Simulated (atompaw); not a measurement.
**What the settings do to the PAW (atompaw) potential of oxygen (O)**

Base potential:

| Item | Value |
| --- | --- |
| Element | oxygen (O) |
| Generator | atompaw 4.2.0.5 |
| Type | PAW |
| Functional | PBE |
| Relativity | scalar-relativistic |
| Frozen core | [He] |
| Valence charge | 6 |
| Reference configuration | 2s2 2p3.5 (charge +0.5) |
| Partial waves | 2s (bound): rc 0.65 bohr; 2s channel at -1.85 Ry: rc 0.65 bohr; 2p (bound): rc 1.15 bohr; 2p channel at -0.15 Ry: rc 1.15 bohr; 3d channel at -0.1 Ry: rc 0.85 bohr; 3d channel at 0.65 Ry: rc 1.15 bohr |
| Local potential | ultrasoft scheme with l = 3 at 0 Ry, radius 0.95 bohr |
| Core correction | smooth core density matched at 1.05 bohr |
| Augmentation charge | sinc compensation charge, radius 0.90 bohr; PAW radius 1.15 bohr; waves and projectors: custom rrkj vanderbiltortho |

All-electron outer shells of the reference configuration (PBE, scalar-relativistic, ld1.x):

```json
{"shell": "2s", "level (eV)": "-31.39", "outermost node (bohr)": "0.28", "outermost maximum (bohr)": "0.87"}
{"shell": "2p", "level (eV)": "-16.28", "outermost node (bohr)": "–", "outermost maximum (bohr)": "0.81"}
```

Cutoffs, loose and tight: the cutoffs (Ry, on a coarse ladder) from which the occupation-weighted sum of valence levels, in a spherical-Bessel basis at the reference potential, stays within 10 and 1 mRy of its value at 400 Ry. They see the waves, projectors and local potential, not the compensation charge or the core. A dash means not determined.

| change | outcome | cutoff, loose | cutoff, tight | bound ghosts |
| --- | --- | --- | --- | --- |
| base | generated | 90 Ry | 120 Ry | none |
| wave 3d channel at 0.65 Ry: rc 1.15 bohr becomes 3d channel at 1.29 Ry: rc 1.15 bohr | generated | 90 Ry | 120 Ry | none |
| reference 2s2 2p4 | generated | 80 Ry | 110 Ry | none |
| non-relativistic; removed wave 3d channel at 0.65 Ry: rc 1.15 bohr | generated | 90 Ry | 120 Ry | none |
| wave 2s (bound): rc 0.65 bohr becomes 2s (bound): rc 0.78 bohr | failed: atompaw: The overlap operator has at least one negative eigenvalue! | – | – | – |
| wave 3d channel at -0.1 Ry: rc 0.85 bohr becomes 3d channel at -0.1 Ry: rc 1.06 bohr | generated | 90 Ry | 120 Ry | none |
| local potential ultrasoft scheme with l = 3 at 0 Ry, radius 0.54 bohr | failed: atompaw: The overlap operator has at least one negative eigenvalue! | – | – | – |
| core none, valence charge 8; reference 1s2 2s2 2p3; waves now 1s (bound): rc 0.40 bohr; 2s (bound): rc 1.20 bohr; 2p (bound): rc 1.20 bohr; 2p channel at -1.2 Ry: rc 1.20 bohr; 3d channel at 0.4 Ry: rc 1.20 bohr; 3d channel at 0.8 Ry: rc 1.20 bohr; local potential ultrasoft scheme with l = 3 at 0 Ry, radius 0.80 bohr; core correction none; augmentation sinc compensation charge, radius 0.85 bohr; PAW radius 1.20 bohr; waves and projectors: custom rrkj vanderbiltortho | failed: atompaw: The overlap operator has at least one negative eigenvalue! | – | – | – |
| augmentation sinc compensation charge, radius 0.54 bohr; PAW radius 1.15 bohr; waves and projectors: custom rrkj vanderbiltortho | generated | 90 Ry | 120 Ry | none |
| augmentation sinc compensation charge, radius 0.90 bohr; PAW radius 1.15 bohr; waves and projectors: custom rrkj gramschmidtortho | generated | 90 Ry | 120 Ry | none |
| functional LDA (PW92) | generated | 80 Ry | 120 Ry | none |
| augmentation besselshape compensation charge, radius 0.90 bohr; PAW radius 1.15 bohr; waves and projectors: custom rrkj vanderbiltortho | generated | 90 Ry | 120 Ry | none |

(1) What comes out with this change to the base: all radii scaled by about 1.13 (s 0.74, p 1.30, d 0.96 bohr); local potential ultrasoft scheme with l = 3 at 0 Ry, radius 1.08 bohr; augmentation sinc compensation charge, radius 1.02 bohr; PAW radius 1.30 bohr; waves and projectors: custom rrkj vanderbiltortho; core correction smooth core density matched at 1.20 bohr?

Answers

(1) outcome: generated; cutoff, loose: 60 Ry; cutoff, tight: 90 Ry; bound ghosts: none.
